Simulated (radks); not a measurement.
Valence configurations of Mg (all share [Ne]). Calculated with a radial shooting solver on a logarithmic mesh with Libxc functionals: scalar-relativistic Kohn-Sham, PBE, spin-polarised, spherical densities, point nucleus; open shells are filled with parallel spins first. Energies are relative to 3s2; eigenvalues in eV for spin up.

valence	E (eV)	moment (Bohr magnetons)	e(3p)	e(3s)
3s2	0.000	0	-	-4.705
3p2	6.480	2	-3.033	-
3s1 3p1	2.723	2	-2.434	-6.149
3s1.5 3p0.5	1.522	1	-1.992	-5.526
3s0.5 3p1.5	4.592	2	-2.747	-6.506

NIST lists [Ne] 3s2 as the ground configuration; this level of theory agrees among the configurations tried. The energies are those of spherical high-spin densities, not of single terms.
